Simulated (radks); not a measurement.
Valence configurations of P (all share [Ne]). All-electron calculation, non-relativistic Kohn-Sham, TPSS, spin-polarised, spherical densities, point nucleus; open shells are filled with parallel spins first; meta-GGA in the generalised Kohn-Sham scheme. Program: a radial shooting solver on a logarithmic mesh with Libxc functionals. Energies are relative to 3s2 3p3; eigenvalues in eV for spin up.

valence      E (eV)  moment (Bohr magnetons)   e(3p)    e(3s)
3s2 3p3       0.000                        3  -6.424  -15.119
3s1.5 3p3.5   4.134                        3  -6.825  -15.634
3s1 3p4       8.269                        3  -7.209  -16.126
3s0.5 3p4.5  13.995                        2  -7.191  -16.066
3p5          19.159                        1  -7.061        -

NIST lists [Ne] 3s2 3p3 as the ground configuration; this level of theory agrees among the configurations tried. The energies are those of spherical high-spin densities, not of single terms.
